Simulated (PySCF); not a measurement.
CH4F2GeO.

```xyz
9

C      0.1466     1.9127     0.0000
Ge     0.0120     0.0069     0.0000
O      1.5869    -0.7602     0.0000
F     -0.8897    -0.5958    -1.3521
F     -0.8897    -0.5958     1.3521
H      0.6911     2.2400     0.8966
H     -0.8593     2.3540     0.0000
H      0.6911     2.2400    -0.8966
H      1.5340    -1.7263     0.0000
```
Charge 0, spin multiplicity 1.

The structure is a stationary point at r2SCAN-D4/def2-SVP. This is a generated structure with no PubChem entry under its InChIKey; it may be hypothetical. The values are those of a single conformer.

These are HF/pcSseg-1 in PySCF values and carry that method's errors. Non-relativistic, no solvent.

Computed absolute GIAO shielding of each atom: isotropic value and principal components (ppm):
```csv
atom,σ(iso),σ11,σ22,σ33,span
C1,198.0,196.1,196.7,201.2,5.1
Ge2,1512.1,1399.9,1437.7,1698.8,298.9
O3,306.9,277.0,302.6,341.1,64.1
F4,379.7,332.7,378.9,427.5,94.8
F5,379.7,332.7,378.9,427.5,94.8
H6,30.8,25.2,27.7,39.5,14.3
H7,30.9,25.2,27.6,39.8,14.6
H8,30.8,25.2,27.7,39.5,14.3
H9,29.5,20.1,23.1,45.3,25.2
```
